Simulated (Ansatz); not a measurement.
A nudged elastic band was laid between two geometries of AsH₄OP (7 atoms, charge 0, multiplicity 1).

Computed with RKS PBE0/def2-SVP (Ansatz).

```
movable images  : 8
climbing image  : no
spring          : 5.0 eV/Å²
optimiser       : quadratic models (default)
start path      : IDPP
force threshold : 0.05 eV/Å
iteration limit : 28
end points      : relaxed
```

Initial state:

```xyz
7
Properties=species:S:1:pos:R:3
P -1.030 0.813 -0.875
O -0.039 -0.296 -0.114
As 1.160 0.289 1.116
H -2.277 0.121 -0.724
H -0.879 0.340 -2.220
H 0.811 -0.765 2.170
H 2.316 -0.571 0.602
```

Final state:

```xyz
7
Properties=species:S:1:pos:R:3
P -0.567 0.297 -1.122
O -0.514 0.533 0.532
As 0.963 0.162 1.495
H -1.894 0.794 -1.318
H -1.023 -1.069 -1.168
H 1.094 -1.323 1.111
H 2.002 0.538 0.425
```

(1) What changes between the two ends?

(2) What energy profile does the band end with?

(3) What is the geometry of the highest image?

The band took 9 iterations and about 8 core-minutes.

## Answers

(1) No bond is made or broken. The dihedral P1–O2–As3–H6 goes from 133 to -58°.

(2) The forces met the threshold. The highest image is number 5 of 0 to 9, 0.042 eV above the first end and 0.083 eV above the last; the last end lies 0.040 eV below the first. No image climbed, so the highest image needn't sit at the top of the path.

```json
{"image": "0", "path coordinate (Å)": "0.00", "energy (eV)": "0.000", "dihedral P1–O2–As3–H6 (°)": "133"}
{"image": "1", "path coordinate (Å)": "0.38", "energy (eV)": "0.001", "dihedral P1–O2–As3–H6 (°)": "150"}
{"image": "2", "path coordinate (Å)": "0.76", "energy (eV)": "0.004", "dihedral P1–O2–As3–H6 (°)": "167"}
{"image": "3", "path coordinate (Å)": "1.14", "energy (eV)": "0.014", "dihedral P1–O2–As3–H6 (°)": "-175"}
{"image": "4", "path coordinate (Å)": "1.52", "energy (eV)": "0.029", "dihedral P1–O2–As3–H6 (°)": "-157"}
{"image": "5", "path coordinate (Å)": "1.89", "energy (eV)": "0.042", "dihedral P1–O2–As3–H6 (°)": "-138"}
{"image": "6", "path coordinate (Å)": "2.27", "energy (eV)": "0.036", "dihedral P1–O2–As3–H6 (°)": "-117"}
{"image": "7", "path coordinate (Å)": "2.65", "energy (eV)": "0.006", "dihedral P1–O2–As3–H6 (°)": "-96"}
{"image": "8", "path coordinate (Å)": "3.03", "energy (eV)": "-0.027", "dihedral P1–O2–As3–H6 (°)": "-76"}
{"image": "9", "path coordinate (Å)": "3.40", "energy (eV)": "-0.040", "dihedral P1–O2–As3–H6 (°)": "-58"}
```

(3) 
```xyz
7
Properties=species:S:1:pos:R:3:forces:R:3
P -0.702 0.624 -1.071 0.00 0.01 0.00
O -0.491 -0.126 0.402 0.02 -0.01 0.00
As 0.966 0.248 1.421 -0.02 -0.02 -0.01
H -2.123 0.791 -1.013 0.00 0.00 0.00
H -0.818 -0.539 -1.905 -0.02 0.00 -0.01
H 1.203 -1.214 1.807 0.00 0.01 0.01
H 2.027 0.147 0.313 0.01 0.00 0.00
```

Time of the run: 8 min on 1 thread of Intel(R) Xeon(R) Processor @ 2.50GHz (Skylake/Cascade Lake), on a shared host, peak memory 0.18 GiB.
